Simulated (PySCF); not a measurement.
**Tm²⁺: excitation energy**

Tm²⁺ [Xe] 4f13 (2F) → Tm²⁺ [Xe] 4f12 5d1 (high-spin determinant), as a difference of total energies. Calculation: PySCF 2.14, in ANO-RCC-VTZP; scalar relativity by spin-free X2C-1e. Correlated levels: valence: [Kr] 4d10 frozen; valence and next inner shell: [Ar] 3d10 frozen. The calculations carry no spin-orbit coupling.

```csv
method,excitation energy (eV)
UHF,0.198
LDA,5.401
PBE,4.855
PBE0,3.826
MP2 (valence),5.433
SCS-MP2 (valence),4.801
MP2 (valence and next inner shell),6.052
SCS-MP2 (valence and next inner shell),5.242
```

Task: How much does correlation contribute at MP2 (valence and next inner shell)?

Result: 6.052 − (0.198) = 5.854 eV, measured against UHF.

A first-order spin-orbit estimate (lowest level to lowest level, LS coupling) adds -0.221 eV.

The determinant of the upper state mixes LS terms, which raises its energy above the lowest term, most at the Hartree-Fock and MP2 levels.
